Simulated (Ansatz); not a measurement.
```yaml
crystal:
  periodic: [false, false, false]
  atoms:
    - {symbol: F, position_ang: [1.644445, -0.598374, 1.432560]}
    - {symbol: Si, position_ang: [1.088520, -0.252015, -0.010833]}
    - {symbol: F, position_ang: [1.432039, -1.495196, -0.932189]}
    - {symbol: Si, position_ang: [-1.203194, 0.167240, 0.036001]}
    - {symbol: Cl, position_ang: [2.138633, 1.343271, -0.710164]}
    - {symbol: H, position_ang: [-1.444837, 1.333042, 0.921835]}
    - {symbol: H, position_ang: [-1.915056, -1.028319, 0.553100]}
    - {symbol: H, position_ang: [-1.648450, 0.473352, -1.346109]}
basis:
  gaussian: {orbitals: def2-mTZVP}
hamiltonian: {xc: {name: CAM-B3LYP}, dispersion: d3bj}
outputs: {forces: true}
```

```sh
$ ansatz run in.yaml --threads 4 --pin off --events-out ev --progress --plain --max-ram 10444MiB
```

(1) How does Ansatz answer? (Best estimate.)

Answers

(1) The calculation gave: The input was rejected before any iteration.
```
Error: YAML parse error: error: line 15 column 1: unknown field `outputs`, expected one of crystal, accuracy, basis, kpoints, hamiltonian, magnetization, projection, total_charge, correlation, batch, efield, external_charges, scf, relax, neb, saddle, md, ramp, phonons, dielectric, real_time, elastic, magnetic_configurations, gw, evaluate, workflow, output, checkpoint, execution
13 |   gaussian: {orbitals: def2-mTZVP}
14 | hamiltonian: {xc: {name: CAM-B3LYP}, dispersion: d3bj}
15 | outputs: {forces: true}
```
